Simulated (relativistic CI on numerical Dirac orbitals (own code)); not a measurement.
# F⁶⁺: computed level list

Method of calculation: Dirac-Coulomb-Breit CI, separate exchange-only KLI orbitals for each configuration, model QED (radiative potential, 1s self-energy scaled to tabulated hydrogen-like ionisation energies), valence Slater integrals scaled by 0.9, P86 correlation estimate, and configurations built on the next ion tied to the tabulated ionisation energy (semi-empirical) (own radial code, finite nucleus).

CI space (outside the closed core 1s2): 2s, 2p, 3s, 3p, 3d, 4s, 4p, 4f, 4d. Levels of other configurations are missing.

The lowest level is 2s 2S_1/2, with 100 % of that term; Hund's rules for 2s give 2S with J = 1/2, in agreement.

```tsv
No.	Configuration	Term	J	E (cm⁻¹)	%	Next component (%)
1	2s	2S	1/2	0	100	
2	2p	2P°	1/2	114485	100	
3	2p	2P°	3/2	115441	100	
4	3s	2S	1/2	853596	100	
5	3p	2P°	1/2	884150	100	
6	3p	2P°	3/2	884426	100	
7	3d	2D	3/2	892900	100	
8	3d	2D	5/2	892986	100	
9	4s	2S	1/2	1139291	100	
10	4p	2P°	1/2	1151792	100	
11	4p	2P°	3/2	1151907	100	
12	4d	2D	3/2	1155857	100	
13	4d	2D	5/2	1155893	100	
14	4f	2F°	5/2	1157539	100	
15	4f	2F°	7/2	1157557	100
```

Energies count from the lowest computed level; ° marks odd parity.

The mean weight of the leading LS term, summed over parents, in these 15 levels is 100 %, and that of the leading jj configuration (from the same eigenvectors) 100 %.

Configurations that consist of the next ion and one excited electron were tied to the tabulated ionisation energy; Rydberg ones are usually within 1,000 to 3,000 cm⁻¹ and the lowest ones within about 6,000 (9,000 in d shells), while levels on excited terms of the next ion carry the error of that term, and the other configurations can be misplaced by 10,000 cm⁻¹ or more. Rates follow the energies as ν³ (E1, M1) or ν⁵ (E2), so rates, branching and lifetimes can be off by large factors. 8 of the 8 excited levels that our extract of the measured tables holds in this range could be paired (the sources list more); they are missed by 1541 cm⁻¹ on average and 2736 at most, and levels without a partner can miss by more.
